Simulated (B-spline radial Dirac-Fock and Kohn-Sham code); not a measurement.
## Elastic and transport cross sections of samarium for electrons

Method: relativistic (Dirac) partial waves in the static field of the Dirac-Fock atom with Furness-McCarthy exchange, without polarisation or absorption potentials. Computed with a radial finite-basis atomic code. σ_tr1 and σ_tr2 weight the cross section with 1 − P₁ and 1 − P₂ of cos θ; "backward" is the share scattered beyond 90°.

| energy (eV) | σ (a₀²) | σ_tr1 (a₀²) | σ_tr2 (a₀²) | σ/σ_tr1 | backward (%) |
| --- | --- | --- | --- | --- | --- |
| 23900 | 1.94 | 0.0317 | 0.0647 | 61.3 | 0.33 |
| 24000 | 1.94 | 0.0315 | 0.0643 | 61.5 | 0.32 |
| 30000 | 1.67 | 0.0223 | 0.0468 | 75.1 | 0.24 |
| 38600 | 1.41 | 0.0150 | 0.0325 | 94.2 | 0.18 |
| 47500 | 1.23 | 0.0108 | 0.0239 | 114 | 0.13 |
| 50000 | ? | ? | ? | ? | ? |
| 57300 | 1.08 | 0.00802 | 0.0181 | 135 | 0.11 |
| 80000 | 0.868 | 0.00472 | 0.0110 | 184 | 0.068 |
| 98800 | 0.758 | 0.00337 | 0.00798 | 225 | 0.051 |
| 99500 | 0.755 | 0.00333 | 0.00790 | 226 | 0.051 |
| 100000 | 0.752 | 0.00331 | 0.00784 | 227 | 0.050 |
| 113000 | 0.697 | 0.00273 | 0.00652 | 256 | 0.043 |
| 114000 | 0.693 | 0.00269 | 0.00643 | 258 | 0.042 |
| 116000 | 0.686 | 0.00261 | 0.00626 | 262 | 0.041 |
| 200000 | 0.501 | 0.00111 | 0.00276 | 452 | 0.019 |
| 300000 | 0.412 | 0.000594 | 0.00151 | 694 | 0.011 |

Question: Fill in the row for 50 keV.

Answer: σ = 1.19 a₀², σ_tr1 = 0.00996 a₀², σ_tr2 = 0.0222 a₀², σ/σ_tr1 = 119, backward 0.13 %. The ratio σ/σ_tr1 is roughly the number of elastic collisions that randomise the direction.
